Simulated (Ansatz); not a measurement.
C2H6AlClS, SMILES C[S][Al]([CH3])[Cl]. Atoms are numbered in the order given.

```xyz
11

Al    -0.1258     0.3708     0.3595
Cl     0.7972     2.2465     0.0460
C     -1.3337     0.0746     1.8583
H     -2.3378    -0.2226     1.5110
H     -1.4413     0.9868     2.4658
H     -0.9656    -0.7305     2.5165
S      0.3897    -1.1508    -1.1104
C     -0.5826    -2.6066    -0.5216
H     -1.1545    -2.3902     0.3906
H      0.1119    -3.4330    -0.3184
H     -1.2792    -2.9090    -1.3153
```

The structure is a stationary point at B3LYP-D3(BJ)/def2-SVP. The structure was generated by enumeration; whether it is a known compound was not checked. The values are those of a single conformer.

Two levels are set side by side: PBE-D3(BJ)/def2-SVP (Ansatz, a program for electronic structure) and B3LYP-D3(BJ)/def2-SVP (Ansatz). Each level has its own optimised geometry; the coordinates shown are those of the second. Differences are taken from unrounded values.

| quantity | B3LYP-D3(BJ) |
|---|---|
| mean bond length (Å) | 1.469 |
| bond Al1–Cl2 (Å) | 2.114 |
| bond Al1–C3 (Å) | 1.948 |
| bond Al1–S7 (Å) | 2.178 |
| bond S7–C8 (Å) | 1.847 |
| bond C3–H4 (Å) | 1.103 |
| bond C3–H5 (Å) | 1.101 |
| bond C3–H6 (Å) | 1.103 |
| bond C8–H9 (Å) | 1.098 |
| bond C8–H10 (Å) | 1.098 |
| bond C8–H11 (Å) | 1.098 |

Question: What does PBE-D3(BJ) give, and how far is it from B3LYP-D3(BJ)? (An estimate is asked for; the answer gives what the named calculation found.)

Answer: 
```json
[
 {"quantity": "mean bond length (Å)", "PBE-D3(BJ)": "1.476", "PBE-D3(BJ) minus B3LYP-D3(BJ)": "0.007"},
 {"quantity": "bond Al1–Cl2 (Å)", "PBE-D3(BJ)": "2.122", "PBE-D3(BJ) minus B3LYP-D3(BJ)": "0.008"},
 {"quantity": "bond Al1–C3 (Å)", "PBE-D3(BJ)": "1.956", "PBE-D3(BJ) minus B3LYP-D3(BJ)": "0.008"},
 {"quantity": "bond Al1–S7 (Å)", "PBE-D3(BJ)": "2.187", "PBE-D3(BJ) minus B3LYP-D3(BJ)": "0.010"},
 {"quantity": "bond S7–C8 (Å)", "PBE-D3(BJ)": "1.846", "PBE-D3(BJ) minus B3LYP-D3(BJ)": "-0.001"},
 {"quantity": "bond C3–H4 (Å)", "PBE-D3(BJ)": "1.110", "PBE-D3(BJ) minus B3LYP-D3(BJ)": "0.007"},
 {"quantity": "bond C3–H5 (Å)", "PBE-D3(BJ)": "1.108", "PBE-D3(BJ) minus B3LYP-D3(BJ)": "0.007"},
 {"quantity": "bond C3–H6 (Å)", "PBE-D3(BJ)": "1.110", "PBE-D3(BJ) minus B3LYP-D3(BJ)": "0.007"},
 {"quantity": "bond C8–H9 (Å)", "PBE-D3(BJ)": "1.107", "PBE-D3(BJ) minus B3LYP-D3(BJ)": "0.008"},
 {"quantity": "bond C8–H10 (Å)", "PBE-D3(BJ)": "1.106", "PBE-D3(BJ) minus B3LYP-D3(BJ)": "0.008"},
 {"quantity": "bond C8–H11 (Å)", "PBE-D3(BJ)": "1.106", "PBE-D3(BJ) minus B3LYP-D3(BJ)": "0.008"}
]
```

GGA bonds tend to be longer and softer than those of functionals with exact exchange. Differences between two approximate levels are no errors against the true value.
